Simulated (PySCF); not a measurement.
MoOF3 (doublet state).
Cartesian coordinates in Å at the PBE0-D3(BJ)/def2-SVP level; atoms count from 1:
```
atom  x, y, z in Å
Mo1    0.056    0.084    0.111
O2    -0.175   -0.138    1.727
F3     1.780   -0.072   -0.545
F4    -0.874    1.441   -0.737
F5    -0.713   -1.426   -0.618
```

Computed, not measured: PBE0-D3(BJ)/def2-SVP geometry optimisation, gas phase, def2 core potentials past Kr (PySCF).

**Question.** Which atoms are bound to Mo1, and at what distances?

**Answer.** 4 atoms: O2 1.647 Å, F5 1.845 Å, F4 1.851 Å, F3 1.851 Å.

**Question.** List the angles at Mo1.

**Answer.** 
```
    angle  degrees  distance of the outer atoms (Å)
O2–Mo1–F4    118.5                             3.01
O2–Mo1–F3    117.8                             3.00
F3–Mo1–F4    111.5                             3.06
O2–Mo1–F5    102.6                             2.73
F4–Mo1–F5    102.1                             2.87
F3–Mo1–F5    100.3                             2.84
```

**Question.** What is the shape at Mo1?

**Answer.** Distorted tetrahedral: angles from 100.3° to 118.5°; τ4 = (360° − α − β)/141° = 0.88 with α and β the two widest (0 for a square, 1 for a tetrahedron).

**Question.** What are the rotational constants (commonest isotopes, rigid rotor)?

**Answer.** A = 3439, B = 3229, C = 2996 MHz: an asymmetric top.

Point group: Cs (tolerance 0.08 Å). Charge 0, doublet. ⟨S²⟩ = 0.754 (exact for a doublet: 0.75). Whether it is a minimum is left open (no frequencies).
